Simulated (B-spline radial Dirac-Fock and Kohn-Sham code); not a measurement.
**Pb³⁺ in Watson spheres of different radius**

These are calculated numbers from a radial atomic solver; the model is multi-electron Dirac-Fock with separately optimised hole states, Breit and Lamb-shift corrections added in first order. The ion, [Xe] 4f14 5d10 6s1, sits in a hollow sphere of charge Q = -3, a simple model of the Madelung potential. Inside the sphere an electron's potential energy is raised by the constant 14.40·|Q|/R eV, so binding energies fall by about that much as long as the orbitals stay inside.

| radius (Å) | 14.40 |Q|/R (eV) | 1s (eV) | 2s (eV) | 2p1/2 (eV) | 2p3/2 (eV) | 3s (eV) | 3p1/2 (eV) | 3p3/2 (eV) | 3d3/2 (eV) | 3d5/2 (eV) | 4s (eV) | 4p1/2 (eV) | 4p3/2 (eV) | 4d3/2 (eV) | 4d5/2 (eV) | 4f5/2 (eV) | 4f7/2 (eV) | 5p1/2 (eV) | 5p3/2 (eV) | 5d3/2 (eV) | 5d5/2 (eV) | 6s (eV) |
| --- | --- | --- | --- | --- | --- | --- | --- | --- | --- | --- | --- | --- | --- | --- | --- | --- | --- | --- | --- | --- | --- | --- |
| 1.8 | 24.00 | 88013.5 | 15881.2 | 15213.1 | 13048.7 | 3871.7 | 3573.2 | 3085.3 | 2600.6 | 2498.5 | 913.1 | 783.7 | 663.5 | 452.7 | 430.2 | 155.0 | 150.1 | 121.9 | 99.68 | 33.57 | 30.95 | 16.68 |
| 2.7 | 16.00 | 88021.4 | 15889.1 | 15221.0 | 13056.6 | 3879.6 | 3581.1 | 3093.2 | 2608.5 | 2506.4 | 921.0 | 791.6 | 671.4 | 460.6 | 438.1 | 162.9 | 158.0 | 129.8 | 107.6 | 41.47 | 38.86 | 24.51 |

From the smallest to the largest radius 1s moves by +7.9 eV, while the constant potential alone would give +8.0 eV; the difference comes from charge outside the sphere and its screening.
